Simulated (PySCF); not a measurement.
Isomers of C6H8F2O2, one GFN2-xTB conformer each. Single-point energies are computed at PBE0/pcSseg-1 (PySCF, gas phase, no added dispersion term), electronic only.

Question: Rank them by PBE0/pcSseg-1 energy, lowest first (kJ/mol).
A. `[OH:1][CH2:2][C@@:3]1([O:4][CH:5]([F:6])[F:7])[CH:8]=[CH:9][CH2:10]1` with H–O1–C2–C3 68°, O1–C2–C3–O4 -61°, C2–C3–O4–C5 -54°, C3–O4–C5–F6 -43°
B. `[CH3:1][CH2:2]/[C:3]([F:4])=[C:5](/[O:6][CH3:7])[C:8](=[O:9])[F:10]` with C1–C2–C3–F4 92°, C3–C5–O6–C7 2°, C3–C5–C8–O9 5°
C. `[CH2:1]=[CH:2][CH2:3][C@@H:4]1[O:5][C@H:6]1[O:7][CH:8]([F:9])[F:10]` with C1–C2–C3–C4 -8°, C2–C3–C4–O5 152°, O5–C6–O7–C8 -63°, C6–O7–C8–F9 -76°
D. `[CH3:1][O:2][C@@:3]1([CH3:4])[CH2:5][C@:6]1([F:7])[C:8](=[O:9])[F:10]` with C1–O2–C3–C4 62°, C5–C6–C8–O9 -26°
E. `[O:1]=[C:2]1[CH2:3][CH2:4][C@@H:5]([O:6][CH:7]([F:8])[F:9])[CH2:10]1` with C4–C5–O6–C7 -161°, C5–O6–C7–F8 161°, O1–C2–C3–C4 -166°, C2–C3–C4–C5 -30°, C3–C4–C5–O6 -85°, C4–C5–C10–C2 -25°
F. `[F:1][CH:2]([F:3])[O:4][C@@H:5]1[O:6][C@@H:7]1[CH:8]1[CH2:9][CH2:10]1` with F1–C2–O4–C5 164°, C2–O4–C5–O6 -64°, O6–C7–C8–C9 179°
G. `[CH3:1][C@:2]1([CH:3]([F:4])[F:5])[CH2:6][O:7][CH2:8][C:9]1=[O:10]` with C1–C2–C3–F4 -61°, C1–C2–C6–O7 -87°, C2–C6–O7–C8 -37°, C6–O7–C8–C9 29°, O7–C8–C9–O10 171°

Answer: E (0.0), G (42.3), B (101.3), D (121.2), A (179.2), C (181.8), F (186.1).

As drawn, the lowest has a C=O bond, which the highest lacks; the highest has a three-membered ring, which the lowest lacks. Neighbours under 10 kJ/mol apart (OC[C@@]1(OC(F)F)C=CC1 and C=CC[C@@H]1O[C@H]1OC(F)F; C=CC[C@@H]1O[C@H]1OC(F)F and FC(F)O[C@@H]1O[C@@H]1C1CC1) can change places with a better method, another conformer or zero-point energy. GFN2-xTB itself gives, in the same order: 0.0, 32.0, 105.7, 115.8, 163.3, 154.9, 130.2. Both levels put the same isomer lowest; measured from each level's own lowest isomer, the values differ by up to 55.9 kJ/mol (FC(F)O[C@@H]1O[C@@H]1C1CC1: 130.2 against 186.1).

Question: Which frontier levels, dipoles and rotational constants go with these structures?

Answer: 
```
                    SMILES  HOMO (eV, PBE0/pcSseg-1)  LUMO (eV)  dipole (D)       A, B, C (MHz)
    O=C1CC[C@@H](OC(F)F)C1                     -7.33      -0.73        4.24  2599, 776.9, 675.1
      C[C@]1(C(F)F)COCC1=O                     -7.55      -1.17        1.46    1902, 1130, 1044
      CC/C(F)=C(/OC)C(=O)F                     -7.04      -1.57        3.17   1466, 1281, 729.5
CO[C@@]1(C)C[C@]1(F)C(=O)F                     -7.75      -0.87        2.68   2029, 1061, 911.3
     OC[C@@]1(OC(F)F)C=CC1                     -7.56      -0.07        1.83   1964, 1193, 901.0
  C=CC[C@@H]1O[C@H]1OC(F)F                     -7.91       0.13        2.98  2917, 614.2, 570.2
FC(F)O[C@@H]1O[C@@H]1C1CC1                     -8.12       1.42        2.75  3035, 657.4, 598.4
```
